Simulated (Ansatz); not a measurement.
Basis-set extrapolation for CH$_{6}$BNOSi (PBE0-D4/def2-TZVP geometry, frozen core, the Gaussian-basis code of Ansatz). Multiplicity 1, RHF reference.

```json
{"": "HF", "def2-TZVPP": "-484.347594", "def2-QZVPP": "-484.365319"}
{"": "MP2 correlation", "def2-TZVPP": "-0.848363", "def2-QZVPP": "-0.908714"}
{"": "CCSD(T) correlation", "def2-TZVPP": "-0.919803", "def2-QZVPP": "not run"}
```

Energies in hartree. Use E(X) = E(∞) + A·exp(−7.88·√X) for Hartree–Fock and E(X) = E(∞) + B·X^(−2.97) for correlation, with X = 3 and 4, and add CCSD(T) minus MP2 of the smaller set to the MP2 limit.

Task: What is the CCSD(T) energy at the basis-set limit?

Result: HF limit: -484.365319 + (-0.017725) × 0.13774 = -484.36776. MP2 limit: -0.908714 + (-0.060351) × 0.74074 = -0.95342. Higher-order term: -0.919803 − (-0.848363) = -0.07144. Total: -485.39262 hartree, 3.41 eV below CCSD(T)/def2-TZVPP.
